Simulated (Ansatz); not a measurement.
Na (SMILES [Na+]), charge +1, singlet; PBE0/cc-pVTZ run with Ansatz (an electronic-structure program).

The Ansatz input:
Ansatz 0.2 input:
```yaml
crystal:
  periodic: [false, false, false]
  atoms:
    - {symbol: Na, position_ang: [0.00000000, 0.00000000, 0.00000000]}
basis:
  gaussian:
    orbitals: cc-pVTZ
hamiltonian:
  xc: pbe0
total_charge: 1
```

Problem. Write the output that Ansatz gives for this input, abridged.

Solution. 
```
Functional definition: PBE0
267 factors; their error is unknown
mean field evaluation 1: about -4407.8516 eV, gradient 6.8e-1 eV
mean field evaluation 2: about -4407.8523 eV, gradient 1.5e-1 eV
mean field evaluation 4: about -4407.8803 eV, gradient 1.7e-2 eV
mean field evaluation 8: about -4407.8803 eV, gradient 1.9e-5 eV
mean field -4407.88025217 eV, -161.9866114987 hartree, gradient 1.9e-5 eV, S^2 0.000000; 0 other end points of the search recorded, 0 dependent functions left out
reference -4407.88025885 eV, -161.9866117443 hartree; 5, 5 occupied and 29, 29 virtual orbitals, 267 factors
Total energy: -4407.88025885 eV, -161.9866117443 hartree
```
